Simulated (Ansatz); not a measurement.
Job for Ansatz (a quantum-chemistry and plane-wave program): U-PBE/def2-TZVPP on F (SMILES [F]).

Ansatz 0.2 input:
```yaml
crystal:
  periodic: [false, false, false]
  atoms:
    - {symbol: F, position_ang: [0.00000000, 0.00000000, 0.00000000]}
basis:
  gaussian:
    orbitals: def2-TZVPP
hamiltonian:
  xc: {name: PBE}
magnetization: {spin_polarized: true, initial_magnetization: 1}
```

It printed:

```
WARN ansatz: RAYON_NUM_THREADS=4 ignored (pool sized by the plan → 4); use --threads N
Functional definition: PBE
integrals: 0.00 GiB planned
156 factors; their error is unknown
mean field: 0.07 GiB planned
mean field evaluation 1: about -2712.0009 eV, gradient 8.0e0 eV
mean field evaluation 2: about -2712.0448 eV, gradient 6.0e0 eV
mean field evaluation 4: about -2712.1359 eV, gradient 2.6e-2 eV
mean field evaluation 8: about -2712.1350 eV, gradient 4.3e-4 eV
mean field evaluation 16: about -2712.1350 eV, gradient 9.4e-3 eV
mean field -2712.13499483 eV, -99.6691227088 hartree, gradient 2.7e-5 eV, S^2 0.751267; 2 other end points of the search recorded, 0 dependent functions left out
reference -2712.13500270 eV, -99.6691229982 hartree; 5, 4 occupied and 26, 27 virtual orbitals, 156 factors
Total energy: -2712.13500270 eV, -99.6691229982 hartree
```

The calculation finished and met its thresholds.

Cost: around 0.7 core-seconds (rough).
